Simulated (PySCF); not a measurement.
Ranking problems on computed properties.

Species are written as SMILES; each is one conformer at its optimised geometry, gas phase, non-relativistic unless stated; the electronic structure was computed with PySCF and density fitting.

Dipoles, sizes and rotational constants follow the conformer. The torsions of the flexible species, by atom-mapped SMILES:
- `[CH:1]#[C:2][Si@@H:3]([N:4][CH3:5])[SiH2:6][O:7][CH3:8]`: C2–Si3–N4–C5 -164°, C2–Si3–Si6–O7 -59°, Si3–Si6–O7–C8 -46°
- `[CH2:1]=[CH:2][O:3][C:4](=[CH2:5])[N:6]([SiH2:7])[SiH3:8]`: C1–C2–O3–C4 171°, C2–O3–C4–C5 -33°, O3–C4–N6–Si7 173°
- `[CH:1]#[C:2][C:3]#[C:4][CH2:5][N:6][CH:7]=[O:8]`: C4–C5–N6–C7 44°, C5–N6–C7–O8 -176°
- `[CH3:1][CH:2]([CH3:3])[NH+:4][SiH3:5]`: C1–C2–N4–Si5 166°
- `[H]/[C:1]=[CH:2]\[O:3][C:4](=[CH2:5])[N:6]([SiH3:7])[SiH3:8]`: C1–C2–O3–C4 163°, C2–O3–C4–C5 -30°, O3–C4–N6–Si7 172°
- `[O:1]=[CH:2]/[CH:3]=[C:4]\[SiH2:5][NH:6][CH2:7][SiH3:8]`: O1–C2–C3–C4 -179°, C3–C4–Si5–N6 24°, C4–Si5–N6–C7 80°, Si5–N6–C7–Si8 -91°
- `[O:1]=[CH:2]/[C:3]=[CH:4]\[SiH2:5][NH:6][CH2:7][SiH3:8]`: O1–C2–C3–C4 78°, C3–C4–Si5–N6 -5°, C4–Si5–N6–C7 -178°, Si5–N6–C7–Si8 97°

Question: Rank by smallest rotational constant, highest first (GFN2-xTB).
A. `C=COC(=C)N([SiH2])[SiH3]` [radical]
B. `C#C[Si@@H]([N]C)[SiH2]OC` [radical]
C. `C#CC#CC[N]C=O` [radical]
D. `CC(C)[NH+][SiH3]` [radical]
E. `C1([CH-][N]OC=1)C` [radical]
F. `Cl[C](Cl)[CH2+]` [radical]

Answer: E (2.473 GHz), F (2.347 GHz), D (1.769 GHz), B (0.880 GHz), C (0.761 GHz), A (0.709 GHz).

Q: Give the two extremes of that set in cm⁻¹.

A: `C=COC(=C)N([SiH2])[SiH3]` [doublet state]: 0.0237 cm⁻¹; `CC1=CO[N][CH-]1` [charge -1 and doublet state]: 0.0825 cm⁻¹.

Question: Rank by isotropic g value, lowest first (unrestricted B3LYP/pcH-1, mean-field spin–orbit at GFN2-xTB geometries).
A. `C#C[Si@@H]([N]C)[SiH2]OC` [radical]
B. `O=C/C=[C]\[SiH2]NC[SiH3]` [radical]
C. `N([SiH3])([SiH3])C(=C)O/C=[C]\[H]` [radical]
D. `C(=O)/[C]=C\[SiH2]NC[SiH3]` [radical]
E. `C#CC#CC[N]C=O` [radical]
F. `C=COC(=C)N([SiH2])[SiH3]` [radical]

Answer: C (2.00212), B (2.00226), F (2.00253), E (2.00393), D (2.00495), A (2.00547).

Q: Give the two extremes of that set as shifts from the free-electron value 2.002319.

A: `[H]/[C]=C\OC(=C)N([SiH3])[SiH3]` [doublet state]: -190 ppm; `C#C[Si@@H]([N]C)[SiH2]OC` [doublet state]: +3150 ppm.
